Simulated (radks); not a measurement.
Values are calculated unless marked as measured or tabulated.
Coulomb parameter of the 4f shell of the promethium ion Pm2+ in the model configuration [Xe] 4f4 5d1, as a second difference U = [E(n + 0.25) + E(n - 0.25) - 2 E(n)] / (0.25)^2 with all orbitals relaxed. "Bare": the charge of the atom changes with n. "Screened": the 5d shell takes up the change at fixed total charge, which measures U(4f,4f) + U(5d,5d) - 2 U(4f,5d). Code: a radial shooting solver on a logarithmic mesh with Libxc functionals. Model: scalar-relativistic Kohn-Sham, PBEsol, spin-unpolarised, spherical densities, finite nucleus; Fermi nuclear charge, rms radius 4.962 fm.

case,configuration,E - E(n) (eV)
start,[Xe] 4f4 5d1,0.000
bare +0.25,[Xe] 4f4.25 5d1,-4.715
bare -0.25,[Xe] 4f3.75 5d1,5.734
screened +0.25,[Xe] 4f4.25 5d0.75,-1.309
screened -0.25,[Xe] 4f3.75 5d1.25,1.597

U(bare) = 16.297 eV, U(screened by 5d) = 4.598 eV, against the Slater integral F0(4f,4f) = 26.704 eV with frozen orbitals.
